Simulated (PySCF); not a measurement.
# How methods differ on the ionisation energy of Sn²⁺

Sn²⁺ [Kr] 4d10 5s2 (1S) → Sn³⁺ [Kr] 4d10 5s1 (2S), as a difference of total energies. All numbers are calculated (PySCF 2.14, scalar relativity by spin-free X2C-1e, in x2c-QZVPPall (13s9p7d4f1g, 112 functions)). Correlated levels: valence: [Kr] 4d10 frozen. The calculations carry no spin-orbit coupling.

| method | ionisation energy (eV) |
| --- | --- |
| UHF | 28.522 |
| MP2 (valence) | 29.224 |
| SCS-MP2 (valence) | 29.364 |
| CCSD (valence) | 29.462 |

How much does correlation contribute at MP2 (valence)?

29.224 − (28.522) = 0.702 eV, measured against UHF.

Errors of the correlated levels include the incompleteness of this basis and the frozen core.

With two correlated electrons CCSD is exact in that space.

For comparison: 30.506 eV (measured; NIST Atomic Spectra Database, ionization energies).
